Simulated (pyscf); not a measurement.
# `[NH2][Ge]([Cl])([Cl])[Cl]`, singlet

Gas-phase minimum from PySCF at ωB97X-D3(BJ)/def2-SVP, one conformer. 

```
Ge
N 1 1.7942
H 2 1.0168 1 115.88
H 2 1.0168 3 111.04 1 -134.92
Cl 1 2.1246 2 108.56 3 173.79
Cl 1 2.1246 2 108.59 3 53.55
Cl 1 2.1393 2 115.17 3 -66.34
```

Properties at ωB97X-D3(BJ)/def2-SVP:

```
Quantity                                                                                                                                                                                         Result
---------------------------------------------------------------------------------------------------------------------  --------------------------------------------------------------------------------
Harmonic wavenumbers, unscaled                                                                                         75, 131, 162, 177, 208, 235, 422, 451, 476, 481, 764, 886, 1542, 3592, 3697 cm⁻¹
Zero-point energy                                                                                                                                                                         19.0 kcal/mol
Rotational symmetry number                                                                                                                                                                            1
Entropy of this conformer at 298 K and 1 atm, rigid rotor and harmonic oscillator, modes under 100 cm⁻¹ raised to 100                                                                   374.2 J/(mol K)
Dipole moment                                                                                                                                                                                    2.65 D
```

Single-point totals, which compare only within one level:

| level | total energy (hartree) |
|---|---|
| ωB97X-D3(BJ)/def2-TZVP | -3513.77687 |
| PBE/def2-TZVP | -3512.83669 |
| r²SCAN/def2-TZVP | -3513.65576 |
| B3LYP-D3(BJ)/def2-TZVP | -3513.88200 |
| PBE0-D3(BJ)/def2-TZVP | -3513.01356 |
| M06-2X/def2-TZVP | -3513.72991 |
| ωB97M-D3(BJ)/def2-TZVP | -3513.96942 |

Soft torsions are taken as harmonic, which can shift the entropy by several J/(mol K). Elements up to Kr have no core potential and no relativistic terms here.
